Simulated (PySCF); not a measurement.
# AlSiH5O6

AlSiH5O6 is a molecule drawn as a unit of a network glass or zeolite (built as: Al Si, OH ends, O bridges), neutral, singlet. The structure, one conformer, was relaxed in the gas phase by PBE0-D3(BJ)/def2-SVP. No frequency run checks that it is a minimum.

SMILES: [OH][Al-]1([OH])[O][Si](O)(O)[OH+]1

Coordinates in Å:
```
O1      0.703   -1.467    2.026
Al2    -0.219   -0.192    1.359
O3     -0.846    0.977    2.436
O4     -1.135   -0.576   -0.135
Si5    -0.154    0.034   -1.258
O6      0.547   -1.027   -2.294
O7     -0.598    1.335   -2.141
O8      0.933    0.604   -0.037
H9      0.744   -1.603    2.973
H10    -1.616    1.512    2.241
H11     0.628   -1.928   -1.964
H12    -0.710    1.184   -3.084
H13     1.734    1.130   -0.114
```

Shieldings: GIAO PBE0/pcSseg-1. Shifts are against computed references at the same level: H TMS (σ 31.27 ppm), Si TMS (σ 352.0 ppm). Core levels by delta-SCF with SCAN, pcX-2 on the ionised atom and pcseg-1 elsewhere, spin-free X2C (2p3/2 is the spin-free 2p value less a third of a first-order spin-orbit splitting); from the vacuum level, for chosen atoms.

Question: Give the shieldings and core levels atom by atom.

Answer: 
```tsv
atoms	bonded to	σ (ppm)	δ (ppm)	core level (eV)
O1	1 Al + 1 H	332.0	-	1s 537.54
Al2	4 O	496.7	-	2p3/2 80.44
O3	1 Al + 1 H	329.2	-	1s 537.55
O4	1 Al + 1 Si	242.7	-	-
Si5	4 O	418.8	-66.8	2p3/2 109.19
O6	1 Si + 1 H	281.2	-	-
O7	1 Si + 1 H	290.6	-	-
O8	1 Al + 1 Si + 1 H	271.0	-	1s 540.21
H9	1 O	30.55	0.72	-
H10	1 O	30.53	0.74	-
H11	1 O	28.93	2.34	-
H12	1 O	29.07	2.19	-
H13	1 O	28.29	2.97	-
```

Values are those of this one static structure; atoms that internal rotation interchanges would show their mean in an NMR spectrum.

Question: Which of O1, O3, O8 holds its core electrons tightest, and by how much against the loosest?

Answer: O8 (bonded to 1 Al + 1 Si + 1 H), by 2.67 eV over O1 (bonded to 1 Al + 1 H).

Question: By CAM-B3LYP/def2-SVPD (TDDFT singlets, Tamm-Dancoff triplets, ionisation by delta-SCF), where does absorption start, and what does vertical ionisation take?

Answer: The lowest singlet lies at 7.08 eV (f 0.006), the strongest of the first 6 at 7.63 eV (f 0.071), the lowest triplet at 6.82 eV; vertical ionisation takes 10.96 eV.

The 3 runs behind this took 8.5 min in all, one thread each of Arm Neoverse V1 on a shared host, launched as `OMP_NUM_THREADS=1 python cluster_run.py task.json out`.
